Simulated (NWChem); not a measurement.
All runs are NWChem calculations. System: CH3BO, charge 0, spin multiplicity 1, at a geometry optimised with PBE0/def2-SVP. The structure started from a generated list of species. Level: CCSD(T)/STO-3G, 3 core orbitals frozen.

Job file:

```
start mol
memory heap 100 mb stack 700 mb global 1900 mb
geometry units angstroms nocenter noautoz
  B      1.281335     0.379967     0.000000
  H      1.744057    -0.098593     1.022605
  H      1.744057    -0.098593    -1.022605
  H      1.240325     1.599470     0.000000
  O     -1.260459    -0.373763     0.000000
  C     -0.175240    -0.052002     0.000000
  symmetry group Cs
end
basis spherical
  * library sto-3g
end
scf
  rhf
  nopen 0
  maxiter 100
  thresh 1e-7
  semidirect memsize 60000000 filesize 0
end
ccsd
  freeze core 3
  maxiter 60
end
task ccsd(t) energy
```

Output (cleaned and shortened):

```
             Northwest Computational Chemistry Package (NWChem) 7.3.0
             --------------------------------------------------------

                                NWChem Input Module
                                -------------------

 Scaling coordinates for geometry "geometry" by  1.889725989
 (inverse scale =  0.529177249)

 Turning off AUTOSYM since
 SYMMETRY directive was detected!

                             Geometry "geometry" -> ""
                             -------------------------

 Output coordinates in angstroms (scale by  1.889725989 to convert to a.u.)

  No.       Tag          Charge          X              Y              Z
 ---- ---------------- ---------- -------------- -------------- --------------
    1 B                    5.0000     1.28133500     0.37996700     0.00000000
    2 H                    1.0000     1.74405700    -0.09859300     1.02260500
    3 H                    1.0000     1.74405700    -0.09859300    -1.02260500
    4 H                    1.0000     1.24032500     1.59947000     0.00000000
    5 O                    8.0000    -1.26045900    -0.37376300     0.00000000
    6 C                    6.0000    -0.17524000    -0.05200200     0.00000000

 Effective nuclear repulsion energy (a.u.)      56.5207822560

            Nuclear Dipole moment (a.u.)
            ----------------------------
        X                 Y               Z
 ---------------- ---------------- ----------------
     0.0000037795     0.0000056692     0.0000000000

      Symmetry information
      --------------------

 Group name             Cs
 Group number              2
 Group order               2
 No. of unique centers     5

      Symmetry unique atoms

     1    2    4    5    6


 Summary of "ao basis" -> "" (spherical)
 ------------------------------------------------------------------------------
       Tag                 Description            Shells   Functions and Types
 ---------------- ------------------------------  ------  ---------------------
 *                           sto-3g                   on all atoms

 Summary of "ao basis" -> "ao basis" (spherical)
[...]
 number of triples passes                 1

 commencing integral evaluation        1 at           0.89
  symmetry use  T
task         2 out of        78 done   2%  at       0.0 secs
task         4 out of        78 done   5%  at       0.0 secs
task         8 out of        78 done  10%  at       0.0 secs
task        12 out of        78 done  15%  at       0.0 secs
task        16 out of        78 done  20%  at       0.0 secs
task        20 out of        78 done  25%  at       0.0 secs
task        24 out of        78 done  30%  at       0.0 secs
task        28 out of        78 done  35%  at       0.0 secs
task        38 out of        78 done  48%  at       0.0 secs
task        39 out of        78 done  50%  at       0.0 secs
task        43 out of        78 done  55%  at       0.0 secs
task        47 out of        78 done  60%  at       0.0 secs
task        51 out of        78 done  65%  at       0.0 secs
task        55 out of        78 done  70%  at       0.1 secs
task        59 out of        78 done  75%  at       0.1 secs
task        63 out of        78 done  80%  at       0.1 secs
task        67 out of        78 done  85%  at       0.1 secs
task        71 out of        78 done  91%  at       0.1 secs
task        76 out of        78 done  97%  at       0.1 secs
task        78 out of        78 done 100%  at       0.1 secs
 commencing triples evaluation - blocking       1
 ccsd(t): done        1 out of        7 progress:   14.3%
 ccsd(t): done        2 out of        7 progress:   28.6%
 ccsd(t): done        3 out of        7 progress:   42.9%
 ccsd(t): done        4 out of        7 progress:   57.1%
 ccsd(t): done        5 out of        7 progress:   71.4%
 ccsd(t): done        6 out of        7 progress:   85.7%
 ccsd(t): done        7 out of        7 progress:  100.0%
 Time for integral evaluation pass     1        0.07
 Time for triples evaluation pass      1        0.01

 pseudo-e(mp4)  -0.10338636518653E-01
 pseudo-e(mp5)   0.26126297785024E-02
        e(t)    -0.77260067401506E-02

 --------------
 CCSD(T) Energy
 --------------
 Reference energy:                    -137.322444333260080

 CCSD corr. energy:                     -0.199815125301896
 T(CCSD) corr. energy:                  -0.010338636518653
 Total CCSD+T(CCSD) energy:           -137.532598095080630

 CCSD corr. energy:                     -0.199815125301896
 (T) corr. energy:                      -0.007726006740151
 Total CCSD(T) energy:                -137.529985465302133

 routine      calls  cpu(0)   cpu-min  cpu-ave  cpu-max   i/o
 aoccsd          1     0.00     0.00     0.00     0.00    0.00
 iterdrv         1     0.00     0.00     0.00     0.00    0.00
 pampt          10     0.01     0.01     0.01     0.01    0.00
 t2pm           10     0.01     0.01     0.01     0.01    0.00
 sxy            10     0.01     0.01     0.01     0.01    0.00
 ints        60380     0.64     0.64     0.64     0.64    0.00
 t2eri         780     0.02     0.02     0.02     0.02    0.00
 idx2          780     0.04     0.04     0.04     0.04    0.00
 idx34          10     0.01     0.01     0.01     0.01    0.00
 ht2pm          10     0.01     0.01     0.01     0.01    0.00
 itm            10     0.04     0.04     0.04     0.04    0.00
 pdiis          10     0.00     0.00     0.00     0.00    0.00
 triples         1     0.00     0.00     0.00     0.00    0.00
 rdtrpo          1     0.00     0.00     0.00     0.00    0.00
 trpmos          1     0.07     0.07     0.07     0.07    0.00
 trpdrv          1     0.00     0.00     0.00     0.00    0.00
 dovvv        4032     0.00     0.00     0.00     0.00    0.00
 doooo        4032     0.00     0.00     0.00     0.00    0.00
 tengy        3584     0.00     0.00     0.00     0.00    0.00
 Total                 0.88     0.88     0.88     0.88    0.00

 Task  times  cpu:        1.1s     wall:        1.1s

 Total times  cpu:        1.1s     wall:        1.1s
```
